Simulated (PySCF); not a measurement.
A PySCF script (with the pyscf-properties extension) for the NMR shieldings of `CC#C[Si@@H]1OCC[C@H]1F`, C6H9FOSi, on a GFN2-xTB geometry:

```python
import basis_set_exchange as bse
import numpy as np
from pyscf import gto, dft
from pyscf.prop import nmr

atoms = """
C     3.903778    0.514638    0.460329
C     2.587123    0.102976    0.034487
C     1.484429   -0.233826   -0.317551
Si   -0.161775   -0.844391   -0.870622
O    -0.995995    0.307602   -1.679666
C    -2.240886    0.646013   -1.113634
C    -2.198519    0.383505    0.393773
C    -1.405579   -0.900397    0.601371
F    -2.251932   -1.999159    0.469996
H     3.912728    0.686945    1.536118
H     4.190958    1.433985   -0.048500
H     4.627212   -0.263969    0.220404
H    -0.139452   -2.098727   -1.609542
H    -2.435673    1.697587   -1.338406
H    -3.018055    0.033574   -1.583486
H    -3.204224    0.311298    0.807923
H    -1.662944    1.196710    0.885745
H    -0.999952   -0.968047    1.612973
"""
names = dict.fromkeys(["C", "Si", "O", "F", "H"], "pcSseg-1")
basis = {el: gto.basis.parse(bse.get_basis(n, elements=[el], fmt="nwchem")) for el, n in names.items()}
mol = gto.M(atom=atoms, basis=basis, charge=0, verbose=0)
mf = dft.RKS(mol, xc="PBE0")
mf.grids.level = 2
mf.grids.alignment = dft.numint.BLKSIZE   # the property module wants whole blocks of grid points
mf.conv_tol = 1e-9
mf.kernel()

calc = nmr.RKS(mf)   # GIAO
C = mf.mo_coeff
Co = C[:, mf.mo_occ > 0]
resp = mf.gen_response(singlet=True, hermi=2)
def vind(x):   # induced exchange potential for any number of trial vectors
    d = np.einsum("pi,xij,qj->xpq", C, 2 * x.reshape(-1, C.shape[1], Co.shape[1]), Co, optimize=True)
    return np.einsum("xpq,pi,qj->xij", resp(d - d.transpose(0, 2, 1)), C, Co, optimize=True).ravel()
mo1, _ = nmr.rhf.solve_mo1(calc, with_cphf=vind)
sigma = calc.kernel(mo1)
for i, s in enumerate(sigma):   # ppm
    print("%2d %-2s %9.2f" % (i, mol.atom_pure_symbol(i), np.trace(s) / 3))
```

Task: Give the expected output.

Result: 
```
 0 C     181.19
 1 C      72.51
 2 C     103.31
 3 Si    368.29
 4 O     293.69
 5 C     116.62
 6 C     147.68
 7 C      92.91
 8 F     422.12
 9 H      29.70
10 H      29.62
11 H      29.62
12 H      26.65
13 H      27.31
14 H      27.44
15 H      29.51
16 H      29.81
17 H      26.64
```

These numbers come from an equivalent density-fitted implementation of the same equations, which agrees with the script to about 0.01 ppm for H and up to a few tenths of a ppm for heavy atoms, so last digits may differ.

Task: Turn these shieldings into chemical shifts. Chemical shifts δ = σref − σ; 13C (σref 186.93) and 29Si (σref 349.16) and 1H (σref 31.72) vs TMS; H2O for 17O (σref 336.08); 19F (σref 170.95) against CFCl3, all at this level.

Result: Averaging equivalent atoms: C 1: 114.4; C 7: 94.0; C 2: 83.6; C 5: 70.3; C 6: 39.2; C 0: 5.7; Si 3: -19.1; O 4: 42.4; F 8: -251.2; H 17: 5.08; H 12: 5.07; H 13: 4.41; H 14: 4.27; H 15: 2.21; H 9/10/11: 2.07; H 16: 1.90 ppm. Unscaled 19F shifts against computed CFCl3 carry errors that often reach 10 to 50 ppm. Experimental scales use liquid or dissolved standards, which lie at an offset from isolated H2O (liquid H2O: subtract about 36 ppm).

Size and cost of the density-fitted run: 205 basis functions, 2.2 min wall time (94 s CPU) on 1 thread of an Intel Xeon, shared host; peak memory 0.85 GiB.
